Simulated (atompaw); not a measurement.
**caesium (Cs): one change to a PAW (atompaw) potential, before and after**

caesium (Cs), PAW, made with atompaw 4.2.0.5 (PBEsol, scalar-relativistic). Core [Kr] 4d10, reference 5s2 5p6 5d0 6s0.75 6p0 (charge +0.25). Waves: 5s (bound): rc 2.80 bohr; 6s (bound): rc 3.00 bohr; 5p (bound): rc 3.00 bohr; 6p (bound, empty): rc 3.00 bohr; 5d (bound, empty): rc 3.00 bohr; 5d channel at 3.1 Ry: rc 3.00 bohr. Local part: bessel scheme, radius 2.10 bohr. Core correction: smooth core density matched at 2.65 bohr. Augmentation charge: besselshape compensation charge, radius 2.45 bohr; PAW radius 3.00 bohr; waves and projectors: custom polynom vanderbiltortho.

Change: all radii scaled by about 0.86 (s 2.42, p 2.58, d 2.58 bohr); local potential bessel scheme, radius 1.80 bohr; augmentation besselshape compensation charge, radius 2.10 bohr; PAW radius 2.58 bohr; waves and projectors: custom polynom vanderbiltortho; core correction smooth core density matched at 2.28 bohr.

Cutoffs: the cutoffs (Ry, on a coarse ladder) from which the occupation-weighted sum of valence levels, in a spherical-Bessel basis at the reference potential, stays within 10 and 1 mRy of its value at 400 Ry; they do not see the model core or the augmentation charge, which bear on the density cutoff.

**Question.** What does the change do?

**Answer.** The potential gets harder (8 Ry and 15 Ry → 10 Ry and 15 Ry); neither file shows a bound ghost. A smaller radius makes the pseudo-wave follow the all-electron one further in, where it bends more sharply, so more plane waves are needed.

```csv
quantity,base,changed
"cutoff, loose",8 Ry,10 Ry
"cutoff, tight",15 Ry,15 Ry
loose cutoff by channel (10 mRy a level),"s 6 Ry, p 6 Ry","s 6 Ry, p 8 Ry"
bound ghosts,none,none
lowest overlap eigenvalue by channel,"s 0.55, p 0.91, d 0.93","s 0.21, p 0.70, d 1.00"
```

 The cutoffs see the waves, projectors and local potential, not the compensation charge or the core.
